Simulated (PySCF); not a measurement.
## Electronic absorption of C5H10O2

Compound: C5H10O2.
InChI=1S/C5H10O2/c1-4(2)7-5(3)6/h4H,1-3H3

Level of theory: TDDFT wB97X-D/def2-SVPD, vertical, gas phase, core orbitals frozen in the response (PySCF). Geometry: GFN2-xTB, one conformer, isolated molecule. Torsions of this conformer, `[CH3:1][C:2](=[O:3])[O:4][CH:5]([CH3:6])[CH3:7]`: C1–C2–O4–C5 179°, C2–O4–C5–C6 155°.

Question: What does the calculation give for the low-lying excited states?

Answer: 

| state | E (eV) | ν̃ (cm⁻¹) | f | main configurations (H = HOMO, L = LUMO) |
| --- | --- | --- | --- | --- |
| S1 | 6.00 | 48410 | 0.0010 | H→L (66%), H→L+1 (29%) |
| S2 | 8.02 | 64680 | 0.021 | H→L+1 (50%), H→L (23%), H→L+2 (9%) |
| S3 | 8.23 | 66400 | 0.165 | H-1→L (67%), H-1→L+1 (20%) |
| S4 | 8.66 | 69850 | 0.0014 | H-2→L (46%), H-2→L+1 (19%), H-4→L (14%) |
| S5 | 8.74 | 70470 | 0.0053 | H-1→L+1 (67%), H-1→L (20%) |
| S6 | 9.14 | 73750 | 0.0043 | H→L+2 (46%), H→L+4 (41%) |
| S7 | 9.36 | 75480 | 0.0014 | H→L+3 (64%) |
| S8 | 9.50 | 76600 | 0.010 | H→L+4 (30%), H→L+6 (15%), H→L+2 (14%) |

Triplets (Tamm–Dancoff): T1 5.51 eV, H→L (65%), H→L+1 (29%); T2 6.32 eV, H-1→L (51%), H-1→L+1 (23%), H-3→L (10%); T3 7.93 eV, H→L+1 (52%), H→L (22%), H→L+2 (11%).

The lowest singlet lies at 6.00 eV (207 nm, ultraviolet) and is very weak; its leading configuration is HOMO→LUMO (66%). The strongest level in the table is S3 at 8.23 eV (151 nm, f = 0.165). Löwdin shares by element: HOMO oxygen 75%, carbon 17% or more; LUMO carbon 37% or more, oxygen 31% (atoms not listed hold the other 32%). The listed states span 3.50 eV, and the widest gap between neighbours is 2.02 eV (S1 to S2). The oscillator strengths of these states sum to 0.210; summed over the whole spectrum of an exact calculation they would give the number of electrons, 56 (Thomas–Reiche–Kuhn). Orbital energies (eV): HOMO-3 -12.07, HOMO-2 -11.43, HOMO-1 -10.59, HOMO -9.88, LUMO 2.21, LUMO+1 2.28, LUMO+2 2.85. No computed singlet lies in the visible range (380 to 750 nm); the lowest, at 207 nm, stands 2.74 eV above its violet end (3.26 eV). Singlets were solved by full linear response, triplets in the Tamm–Dancoff approximation.

On one thread of an Arm Neoverse V1 (shared host), this took 50 s wall.
